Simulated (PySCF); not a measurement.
Spectrum to structure. Level of theory: TDDFT PBE0/def2-SVPD, vertical, gas phase, core orbitals frozen in the response in PySCF. Geometries: GFN2-xTB, one conformer each.

| state | E (eV) | f | main configurations (H = HOMO, L = LUMO) |
| --- | --- | --- | --- |
| S1 | 7.38 | 0.0021 | H→L (86%), H→L+1 (10%) |
| S2 | 7.48 | 0.0028 | H-1→L (86%), H-1→L+1 (9%) |
| S3 | 8.22 | 0.011 | H→L+1 (82%), H→L (10%) |
| S4 | 8.34 | 0.045 | H-1→L+1 (83%), H-1→L (9%) |
| S5 | 8.86 | 0.016 | H-2→L (94%) |
| S6 | 9.05 | 0.0063 | H→L+3 (62%), H→L+2 (29%) |

Triplets computed (Tamm–Dancoff): 6.64, 6.73 eV.

Orbital energies (eV): HOMO-3 -11.33, HOMO-2 -9.93, HOMO-1 -8.98, HOMO -8.90, LUMO 0.14, LUMO+1 0.57, LUMO+2 1.19.

Task: Which structure fits?
A. `COC[C@H](F)C(=O)Cl`
B. `FC(F)(F)OCCCl`
C. `C1C[C@H](C=CC1=O)O`
D. `O=C(Cl)/C=C\C(F)(F)F`

Result: B. Its S1, at 7.38 eV, is the highest among the candidates; the nearest of the others has S1 at 4.87 eV. S1 is HOMO→LUMO (86%), HOMO→LUMO+1 (10%). Löwdin shares by element: HOMO chlorine 79%, carbon 12% or more; LUMO chlorine 42%, carbon 31% or more, hydrogen 9% or more (atoms not listed hold the other 18%). At the same level the other candidates give, for their lowest levels:
- `O=C(Cl)/C=C\C(F)(F)F`: 4.02 eV (f 0.000); 5.18 eV (f 0.000); 5.62 eV (f 0.063); 6.06 eV (f 0.328); 6.78 eV (f 0.000); T1 3.53 eV; HOMO -9.02, LUMO -3.20 eV
- `O=C1C=C[C@H](O)CC1`: 3.65 eV (f 0.000); 5.39 eV (f 0.083); 6.32 eV (f 0.006); 6.35 eV (f 0.238); 6.48 eV (f 0.001); T1 3.14 eV; HOMO -7.29, LUMO -1.71 eV
- `COC[C@H](F)C(=O)Cl`: 4.87 eV (f 0.001); 5.46 eV (f 0.002); 6.25 eV (f 0.001); 6.78 eV (f 0.023); 7.06 eV (f 0.015); T1 4.29 eV; HOMO -8.22, LUMO -1.62 eV

Conformer computed: `[F:1][C:2]([F:3])([F:4])[O:5][CH2:6][CH2:7][Cl:8]`: F1–C2–O5–C6 59°, C2–O5–C6–C7 -178°, O5–C6–C7–Cl8 71°.
